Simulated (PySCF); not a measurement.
Ionisation energy of C²⁺ by level of theory

C²⁺ [He] 2s2 (1S) → C³⁺ [He] 2s1 (2S), as a difference of total energies. Calculation: PySCF 2.14, in x2c-TZVPPall with one added diffuse shell each of s, p, d type (6s4p3d1f, 40 functions); scalar relativity by spin-free X2C-1e. Correlated levels: valence: 1s2 frozen; valence and next inner shell: nothing frozen. The calculations carry no spin-orbit coupling.

```csv
method,ionisation energy (eV),error (eV)
UHF,45.795,-2.093
LDA,46.957,-0.931
PBE,47.118,-0.770
PBE0,47.056,-0.832
r2SCAN,46.631,-1.257
BHandHLYP,47.040,-0.848
revPBE,47.132,-0.756
TPSS,47.153,-0.735
wB97M-V,47.190,-0.698
MP2 (valence),46.955,-0.933
SCS-MP2 (valence),47.187,-0.701
MP2 (valence and next inner shell),46.972,-0.916
SCS-MP2 (valence and next inner shell),47.203,-0.685
```

Reference: 47.888 eV (measured; NIST Atomic Spectra Database, ionization energies).

Errors of the correlated levels include the incompleteness of this basis and the frozen core.

MP2 underrates the near-degeneracy of ns² with np² in the lower species.
